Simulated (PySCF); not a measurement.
Radial density of C³⁺ (carbon, charge +3)

UHF, [He] 2s1, 2S determinant. All numbers are calculated (PySCF 2.14, scalar relativity by spin-free X2C-1e, in ANO-RCC-VTZP).

| r (bohr) | 4πr²ρ (e/bohr) | 4πr²(ρα − ρβ) |
| --- | --- | --- |
| 0.00339 | 0.01838 | 0.0006 |
| 0.00570 | 0.04979 | 0.0017 |
| 0.00959 | 0.1331 | 0.0047 |
| 0.0161 | 0.3456 | 0.0121 |
| 0.0271 | 0.8536 | 0.0299 |
| 0.0456 | 1.931 | 0.0672 |
| 0.0767 | 3.772 | 0.1282 |
| 0.129 | 5.766 | 0.1791 |
| 0.217 | 5.871 | 0.1239 |
| 0.365 | 3.073 | -0.0005 |
| 0.614 | 0.8738 | 0.3145 |
| 1.03 | 0.8888 | 0.8720 |
| 1.74 | 0.4051 | 0.4051 |
| 2.92 | 0.02172 | 0.0217 |

Densities and radii are taken from the X2C orbitals without a picture-change correction, which distorts them close to the nucleus.
